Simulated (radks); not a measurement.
Excited configurations of Zr III: one electron is placed in a higher orbital outside [Kr] 4d1. The ground configuration is [Kr] 4d2. All-electron calculation, scalar-relativistic Kohn-Sham, PBE, spin-polarised, spherical densities, finite nucleus; open shells are filled with parallel spins first (spin-orbit coupling, left out, can overturn this in heavy ions); Fermi nuclear charge, rms radius 4.2694 fm. Program: a radial shooting solver on a logarithmic mesh with Libxc functionals. Excitation = E - E(ground); binding = E(ion) - E, where the ion is the core of charge +3; n* = 3/sqrt(2 binding) in atomic units, and the quantum defect is n - n*.

outer orbital  excitation (eV)  binding (eV)     n*  quantum defect  eigenvalue (eV)
5s                       1.897        21.267  2.400           2.600          -18.027
5p                       6.651        16.513  2.723           2.277          -13.833
5f                      17.461         5.703  4.634           0.366           -4.701
6p                      14.158         9.007  3.687           2.313           -7.733
6d                      16.690         6.474  4.349           1.651           -5.493
7s                      16.640         6.524  4.332           2.668           -5.684
7d                      18.771         4.393  5.280           1.720           -3.797
7f                      20.196         2.969  6.423           0.577           -2.569

The Delta-SCF ionisation energy is 23.164 eV (NIST Atomic Spectra Database: 23.170 eV, semi-empirical). Self-interaction in the functional shifts the binding energies and quantum defects, so they are the method's values and not measured ones. Open shells are spherical and high-spin; term and fine-structure splittings are not resolved.
